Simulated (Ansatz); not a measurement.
Consider the ligand exchange at the Si–F bond: `F[Si]1(F)[CH2][AlH]1` + HCl → `F[Si]1(Cl)[CH2][AlH]1` + H–F.

Calculated with Ansatz (gas phase, PBE0-D4/def2-TZVP geometries, no zero-point term in ΔE). CCSD(T)/CBS adds triple-zeta CCSD(T) − MP2 to the extrapolated MP2 energy (def2 sets, frozen cores). This one scheme is used for every species. DFT in def2-TZVPP.

(1) Is it downhill or uphill in electronic energy at CCSD(T)/CBS, and by how much? (Estimate.)

(2) What do these levels give: B97M-V, MP2/def2-TZVPP, CCSD/def2-TZVPP, HF/def2-QZVPP, MP2/CBS(def2), CCSD/CBS(def2)? (Estimate.)

Largest T1 diagnostic among the species: 0.013.

## Answers

(1) Computed: Uphill: ΔE = +8.3 kcal/mol.

(2) Ansatz gave: B97M-V 9.9, MP2/def2-TZVPP 7.6, CCSD/def2-TZVPP 10.0, HF/def2-QZVPP 12.7, MP2/CBS(def2) 6.6, CCSD/CBS(def2) 9.0 kcal/mol.

The D4 term adds −1.5 kcal/mol with B3LYP and −0.8 kcal/mol with PBE0; it sums over pairs of atoms, weighted by their polarisabilities, and B3LYP, whose exchange is more repulsive, gets the larger term. Leaving LDA and LC-ωPBE aside and taking each functional with its dispersion term where it has one, the values, not all of them listed here, spread over 4.7 kcal/mol, from revPBE-D4 to CAM-B3LYP-D4. In def2-TZVPP, CCSD(T) changes the Hartree–Fock value by −2.9 kcal/mol (the triples alone add −0.7 kcal/mol) and MP2 by −4.6 kcal/mol.

B3LYP here is the variant with VWN-RPA as its local correlation; programs differ in this.
